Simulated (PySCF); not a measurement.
C₂H₄FNSi, SMILES F[C@@H]1N=C[SiH2]1.

Geometry optimised at TPSSh-D3(BJ)/def2-SVP. The structure was generated by enumeration; whether it is a known compound was not checked.

Two levels are set side by side: TDDFT-PBE/def2-SVPD (PySCF) and TDDFT-B3LYP/def2-SVPD (PySCF). Vertical, same geometry. The lowest singlet is HOMO→LUMO 99 % with PBE and HOMO→LUMO 99 % with the other functional; states are paired by order. Differences are taken from unrounded values.

```tsv
quantity	TDDFT-PBE
lowest singlet excitation (eV)	3.85
lowest triplet excitation (TDA) (eV)	3.11
first bright state (f over 0.05) (eV)	6.59
its oscillator strength	0.08
```

Q: These are the TDDFT-PBE values. What does TDDFT-B3LYP give? (An estimate is asked for; the answer gives what the named calculation found.)

A: 
```tsv
quantity	TDDFT-B3LYP	TDDFT-PBE minus TDDFT-B3LYP
lowest singlet excitation (eV)	4.07	-0.22
lowest triplet excitation (TDA) (eV)	3.29	-0.18
first bright state (f over 0.05) (eV)	7.23	-0.65
its oscillator strength	0.08	0.00
```

A lower first singlet is the usual sign of a functional without exact exchange. Differences between two approximate levels are no errors against the true value.

Rough cost on one machine, each run with all the roots and properties that it gave: TDDFT-B3LYP against TDDFT-PBE about 3 times.
